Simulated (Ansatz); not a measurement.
Nudged elastic band run: LiSi16, charge +1

Input:

```yaml
crystal:
  lattice:
    - [0.0, 5.43, 5.43]
    - [5.43, 0.0, 5.43]
    - [5.43, 5.43, 0.0]
  atoms:
    - { symbol: Si, position: [0.00214215, 0.00235244, -0.00191857] }
    - { symbol: Si, position: [0.12438207, 0.12457317, 0.12747989] }
    - { symbol: Si, position: [0.00018526, 0.00035632, 0.50004766] }
    - { symbol: Si, position: [0.12437121, 0.12455868, 0.62422447] }
    - { symbol: Si, position: [0.00218322, 0.49843433, -0.00189168] }
    - { symbol: Si, position: [0.13207962, 0.62311059, 0.12275727] }
    - { symbol: Si, position: [0.00215958, 0.49841545, 0.50199472] }
    - { symbol: Si, position: [0.12439694, 0.62778817, 0.62424536] }
    - { symbol: Si, position: [0.49824322, 0.00238696, -0.00190102] }
    - { symbol: Si, position: [0.62290245, 0.13230263, 0.12274772] }
    - { symbol: Si, position: [0.49822817, 0.00236049, 0.50198554] }
    - { symbol: Si, position: [0.62761719, 0.12457975, 0.62423711] }
    - { symbol: Si, position: [0.50024017, 0.50046467, 6.2e-05] }
    - { symbol: Si, position: [0.62295944, 0.62315939, 0.1228017] }
    - { symbol: Si, position: [0.49826017, 0.4984419, 0.50202191] }
    - { symbol: Si, position: [0.62292099, 0.62311941, 0.63190261] }
    - { symbol: Li, position: [0.75025358, 0.75049295, 0.25006431] }
total_charge: 1
basis:
  ecutwfc: 420.0
kpoints:
  mp_grid: { grid: [2, 2, 2] }
hamiltonian:
  xc: pbe
  dispersion: d3bj
  pseudopotentials: { kind: paw, azcp: { folder: soft_1 } }
scf:
  occupations: { method: gaussian, width: 0.02 }
  lower_state_search: "off"
neb:
  images: 5
  f_tol: 0.05
  initial_path: linear
  max_iterations: 46
  final_atoms:
    - { symbol: Si, position: [0.00133218, -0.00213108, 0.00048478] }
    - { symbol: Si, position: [0.12361285, 0.12726264, 0.12266845] }
    - { symbol: Si, position: [-0.0062111, 0.00259415, 0.5018981] }
    - { symbol: Si, position: [0.12361761, 0.12726945, 0.62662636] }
    - { symbol: Si, position: [0.00132335, 0.50112469, 0.00045634] }
    - { symbol: Si, position: [0.12549223, 0.62530197, 0.12467992] }
    - { symbol: Si, position: [0.00132821, 0.50113047, 0.49724922] }
    - { symbol: Si, position: [0.12359938, 0.62337918, 0.62659221] }
    - { symbol: Si, position: [0.50284015, 0.0026344, -0.00724821] }
    - { symbol: Si, position: [0.6274756, 0.12728143, 0.12271642] }
    - { symbol: Si, position: [0.5028457, 0.00264121, 0.50196137] }
    - { symbol: Si, position: [0.62563507, 0.12538766, 0.62458949] }
    - { symbol: Si, position: [0.49805822, 0.50113767, 0.00048708] }
    - { symbol: Si, position: [0.62746216, 0.62340208, 0.12267563] }
    - { symbol: Si, position: [0.50281438, 0.49354361, 0.50191056] }
    - { symbol: Si, position: [0.62746793, 0.62340821, 0.6266298] }
    - { symbol: Li, position: [0.37566928, 0.87540873, 0.37456773] }
  order_check: true
```

Run as:

```bash
$ ansatz run input.yaml --threads 1 --pin off --max-ram 3072MiB --backend cpu --events-out ev --progress --plain --runs-dir out
```

Output, in part (warnings, iteration lines):

```
NEB end point (image 0): max|allowed force component| = 1.219e-3 eV/Å (the criterion of neb.relax_end_points is 1.000e-2)
NEB end point (image 6): max|allowed force component| = 1.684e-3 eV/Å (the criterion of neb.relax_end_points is 1.000e-2)
NEB iter   1: max|band force component| = 8.344e-1 eV/Å  barrier→ = 0.8013 eV  barrier← = 0.8013 eV  Δτ_max = 0.0878 Å  (56 SCF iters)
NEB iter   2: max|band force component| = 2.221e-1 eV/Å  barrier→ = 0.6249 eV  barrier← = 0.6249 eV  CI = image 3  Δτ_max = 0.0865 Å  (30 SCF iters)
NEB iter   3: max|band force component| = 6.571e-2 eV/Å  barrier→ = 0.5844 eV  barrier← = 0.5844 eV  CI = image 3  Δτ_max = 0.0098 Å  (31 SCF iters)
NEB iter   4: max|band force component| = 1.917e-2 eV/Å  barrier→ = 0.5835 eV  barrier← = 0.5835 eV  CI = image 3  CI's point: of a kind that is not told: the force calls were inconclusive, a negative curvature could not be distinguished from the path's own, the only one lies far off the path, or fixed occupations may fill a level only in part  Δτ_max = 0.0000 Å  (212 SCF iters)
```

The forces met the threshold. By the program's own check the climbing image is of a kind that is not told: the force calls were inconclusive, a negative curvature could not be distinguished from the path's own, the only one lies far off the path, or fixed occupations may fill a level only in part (lowest curvatures found: -2.18 and 0.86 eV/Å²). Limits of this set-up: charged cell in a uniform background, uncorrected.

Final band (atoms are numbered from 1 in the order of the input):

| image | path coordinate (Å) | energy (eV) | Si1–Li17 (Å) | Si5–Li17 (Å) | Si6–Li17 (Å) |
| --- | --- | --- | --- | --- | --- |
| 0 | 0.00 | 0.00 | 2.74 | 2.74 | 2.39 |
| 1 | 0.43 | 0.11 | 2.92 | 2.92 | 2.57 |
| 2 | 0.85 | 0.41 | 3.20 | 3.20 | 2.94 |
| 3 | 1.28 | 0.58 | 3.52 | 3.52 | 3.37 |
| 4 | 1.70 | 0.41 | 3.86 | 3.86 | 3.81 |
| 5 | 2.13 | 0.11 | 4.21 | 4.21 | 4.27 |
| 6 | 2.56 | 0.00 | 4.50 | 4.50 | 4.70 |

Time of the run: 5.4 min on 1 thread of Arm Neoverse V1, with other jobs on the host, peak memory 0.82 GiB.
